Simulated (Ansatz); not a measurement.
`C[SiH]1[CH2][GeH2]1`, relaxed with RKS PBE0-D4/def2-TZVP in the Gaussian-basis code of Ansatz from a PBE-D4/def2-SVP geometry. The force threshold is 0.005 eV/Å; the program also tests the step.

Total charge 0; spin multiplicity 1.

Start:

```xyz
12

C     0.077    1.379    1.435
Si   -0.702    0.369    0.046
C    -0.182   -1.450   -0.135
Ge    0.569   -0.433   -1.727
H     1.149    1.119    1.540
H    -0.431    1.171    2.401
H     0.003    2.466    1.228
H    -2.163    0.654   -0.174
H     0.556   -1.865    0.576
H    -0.970   -2.187   -0.379
H     2.113   -0.350   -1.725
H    -0.018   -0.874   -3.086
```

**Question.** How much energy does the relaxation release, and in how many steps? (Estimate.)

**Answer.** Ansatz gave: 1.10 kcal/mol, in 7 steps, 1 of them rejected.

**Question.** Which bonds change most? (Estimate.)

**Answer.** The calculation gave: Si2–C3 from 1.901 to 1.874 Å; Si2–Ge4 from 2.325 to 2.299 Å; C1–Si2 from 1.886 to 1.865 Å; Si2–H8 from 1.504 to 1.485 Å.

**Question.** Give the relaxed structure. (An estimate is asked.)

**Answer.** The calculation gave: 
```xyz
12

C     0.069    1.367    1.431
Si   -0.675    0.369    0.042
C    -0.184   -1.431   -0.130
Ge    0.566   -0.436   -1.717
H     1.129    1.132    1.543
H    -0.435    1.141    2.375
H    -0.026    2.437    1.237
H    -2.112    0.657   -0.194
H     0.563   -1.825    0.556
H    -0.955   -2.165   -0.349
H     2.097   -0.396   -1.733
H    -0.039   -0.850   -3.060
```
